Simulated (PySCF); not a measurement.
pentafluorosilicate (F5Si), SMILES F[Si-](F)(F)(F)F, charge -1. The structure is a stationary point at TPSSh-D3(BJ)/def2-SVPD.

Computed equilibrium geometry at TPSSh-D3(BJ)/def2-SVPD (PySCF confirms it by a frequency run) as a Z-matrix, and its point group:
point group D3h.
```
Si
F 1 1.6618
F 1 1.6618 2 120.00
F 1 1.6618 2 120.00 3 -180.00
F 1 1.6953 2 90.00 3 90.00
F 1 1.6953 2 90.00 5 180.00
```
Charge -1, spin multiplicity 1.
